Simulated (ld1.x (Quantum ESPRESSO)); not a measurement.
**What the settings do to the PAW potential of Fe (Z = 26)**

Base potential:

| Property | Result |
| --- | --- |
| Element | iron |
| Generator | ld1.x (Quantum ESPRESSO) 7.5 |
| Type | PAW |
| Functional | PBE |
| Relativity | scalar-relativistic |
| Frozen core | [Ne] |
| Valence charge | 16 |
| Reference configuration | 3s2 3p6 3d5 4s0 4p0 (charge +3) |
| Partial waves | 3s (bound): rcut 1.05, rcutus 1.30 bohr; 4s (bound, empty): rcut 1.05, rcutus 1.30 bohr; 3p (bound): rcut 1.25, rcutus 1.50 bohr; 4p (bound, empty): rcut 1.25, rcutus 1.50 bohr; 3d (bound): rcut 1.05, rcutus 1.35 bohr; 3d channel at -2.75 Ry: rcut 1.05, rcutus 1.35 bohr |
| Local potential | all-electron potential smoothed inside 1.20 bohr (lloc = -2) |
| Core correction | a·sin(br)/r model core, default radius (core density twice the valence density) |
| Augmentation charge | PSQ, inside the norm-conserving radii |

All-electron outer shells of the reference configuration (PBE, scalar-relativistic, ld1.x):

| shell | level (eV) | outermost node (bohr) | outermost maximum (bohr) |
| --- | --- | --- | --- |
| 2p | -736.64 | – | 0.18 |
| 3s | -131.17 | 0.33 | 0.70 |
| 3p | -96.96 | 0.30 | 0.71 |
| 3d | -43.22 | – | 0.70 |
| 4s | -31.30 | 0.98 | 2.02 |
| 4p | -24.13 | 1.05 | 2.29 |

Cutoffs, loose and tight: the cutoffs (Ry, on a coarse ladder) from which the occupation-weighted sum of valence levels, in a spherical-Bessel basis at the reference potential, stays within 10 and 1 mRy of its value at 400 Ry. They do not see the model core or the augmentation charge, which bear on the density cutoff. Test errors are all-electron minus pseudo excitation energies from the reference, over the configurations 3s2 3p6 3d6 4s2 4p0; 3s2 3p6 3d6 4s1 4p0; 3s2 3p6 3d6 4s0 4p0; 3s2 3p6 3d6 4s0 4p1; 3s2 3p6 3d6 4s1 4p1; 3s2 3p6 3d6 4s0 4p2; 3s2 3p6 3d6 4s1.5 4p0. A dash means not determined; rows that change the core or the reference have their own tests. The largest error is taken over the tests solved by every variant that gives reliable tests at all: 3s2 3p6 3d6 4s0 4p0; 3s2 3p6 3d6 4s0 4p1; 3s2 3p6 3d6 4s0 4p2; 3s2 3p6 3d6 4s1 4p0; 3s2 3p6 3d6 4s1 4p1; 3s2 3p6 3d6 4s1.5 4p0.

Cutoffs are not given where the Bessel-basis levels miss the radial ones by over 6 mRy, ghosts where they miss by over 20 mRy; a channel whose overlap is not positive is not tested.

A file whose overlap is not positive is unfit for use, and its test errors describe a broken file.

| change | outcome | cutoff, loose | cutoff, tight | bound ghosts | largest test error (meV) |
| --- | --- | --- | --- | --- | --- |
| base | generated | 60 Ry | 100 Ry | none | +3.4 |
| waves 3s (bound): rcut 0.82, rcutus 0.86 bohr; 4s (bound): rcut 0.82, rcutus 0.86 bohr | generated | 70 Ry | 140 Ry | none | +3.1 |
| waves 3s (bound): rcut 0.92, rcutus 0.98 bohr; 4s (bound): rcut 0.92, rcutus 0.98 bohr | generated | 60 Ry | 110 Ry | none | +3.1 |
| waves 3s (bound): rcut 1.05, rcutus 1.14 bohr; 4s (bound): rcut 1.05, rcutus 1.14 bohr | generated | 60 Ry | 100 Ry | none | +3.4 |
| waves 3s (bound): rcut 1.05, rcutus 1.24 bohr; 4s (bound): rcut 1.05, rcutus 1.24 bohr | generated | 60 Ry | 100 Ry | none | +3.1 |
| waves 3s (bound): rcut 1.05, rcutus 1.42 bohr; 4s (bound): rcut 1.05, rcutus 1.42 bohr | generated | 60 Ry | 100 Ry | none | +3.5 |
| waves 3s (bound): rcut 1.05, rcutus 1.52 bohr; 4s (bound): rcut 1.05, rcutus 1.52 bohr | generated, overlap not positive | – | – | not determined (overlap not positive) | +21 |
| waves 3s (bound): rcut 1.05, rcutus 1.68 bohr; 4s (bound): rcut 1.05, rcutus 1.68 bohr | generated | 60 Ry | 100 Ry | none | test run stopped at test 1 of 7 (negative rho) |
| waves 3s (bound): rcut 1.05, rcutus 1.78 bohr; 4s (bound): rcut 1.05, rcutus 1.78 bohr | generated | 60 Ry | 100 Ry | none | test run stopped at test 1 of 7 (negative rho) |
| waves 3s (bound): rcut 1.05, rcutus 1.92 bohr; 4s (bound): rcut 1.05, rcutus 1.92 bohr | generated | 60 Ry | 100 Ry | none | test run stopped at test 1 of 7 (negative rho) |

Reading the sweep of the s radius (base included, trends over the rows without a ghost): The loose cutoff stays near 60 Ry. The median size of the test errors (rows with all tests solved) rises from 1.8 meV at 0.86 to 2.8 meV at 1.42 bohr. More of the atom is replaced by a form fitted at one configuration, so other configurations suffer as the radius grows.
